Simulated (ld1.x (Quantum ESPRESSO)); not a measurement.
**arsenic (As): one change to an RRKJ potential, before and after**

arsenic (As), norm-conserving RRKJ (Kleinman–Bylander form), made with ld1.x (Quantum ESPRESSO) 7.5 (LDA (PZ), non-relativistic). Core [Ar], reference 3d10 4s2 4p3. Waves: 4s (bound): rc 1.70 bohr; 4p (bound): rc 2.10 bohr; 3d (bound): rc 1.20 bohr. Local part: all-electron potential smoothed inside 1.55 bohr (lloc = -1). Core correction: none. rho0 = 0.01.

Change: wave 3d (bound): rc 1.20 bohr becomes 3d (bound): rc 1.36 bohr.

Cutoffs: the cutoffs (Ry, on a coarse ladder) from which the occupation-weighted sum of valence levels, in a spherical-Bessel basis at the reference potential, stays within 10 and 1 mRy of its value at 400 Ry; they do not see the model core or the augmentation charge, which bear on the density cutoff. Errors are all-electron minus pseudo energies relative to the spin-unpolarised reference configuration.

Predict the effect on cutoff, ghosts and configuration errors.

The potential gets softer (180 Ry and 260 Ry → 140 Ry and 200 Ry); of the 9 tests that both files solve, the error grows in 2 and shrinks in 0 by more than 15 % and 0.3 meV (median size 19.6 → 19.8 meV); neither file shows a bound ghost. A larger radius leaves more room for a smooth pseudo-wave, so fewer plane waves are needed.

| quantity | base | changed |
| --- | --- | --- |
| cutoff, loose | 180 Ry | 140 Ry |
| cutoff, tight | 260 Ry | 200 Ry |
| loose cutoff by channel (10 mRy a level) | s 30 Ry, p 15 Ry, d 120 Ry | s 30 Ry, p 15 Ry, d 90 Ry |
| bound ghosts | none | none |
| error for 3d10 4s2 4p2, meV [ΔE 9.35 eV] | +3.1 | +3.2 |
| error for 3d10 4s2 4p1, meV [ΔE 27.52 eV] | +20 | +20 |
| error for 3d10 4s2 4p0, meV [ΔE 55.52 eV] | +64 | +65 |
| error for 3d10 4s0 4p5, meV [ΔE 18.18 eV] | -2.2 | -3.1 |
| error for 3d9 4s2 4p4, meV [ΔE 41.34 eV] | -167 | +201 |
| error for 3d10 4s1 4p3, meV [ΔE 18.98 eV] | +6.8 | +6.7 |
| error for 3d10 4s1 4p4, meV [ΔE 8.98 eV] | -0.4 | -0.5 |
| error for 3d10 4s2 4p3 (spin-polarised), meV [ΔE -1.32 eV] | +37 | +35 |
| error for 3d10 4s2 4p2 (spin-polarised), meV [ΔE 8.63 eV] | +27 | +26 |
| s: phases at 2.30 bohr within 0.05 rad from the reference energy up to (Ry; the scan ends near 5) | 1.3 | 1.3 |
| p: phases at 2.30 bohr within 0.05 rad from the reference energy up to (Ry; the scan ends near 5) | 3.4 | 3.4 |
| d: phases at 2.30 bohr within 0.05 rad from the reference energy up to (Ry; the scan ends near 5) | 0.4 | 0.3 |
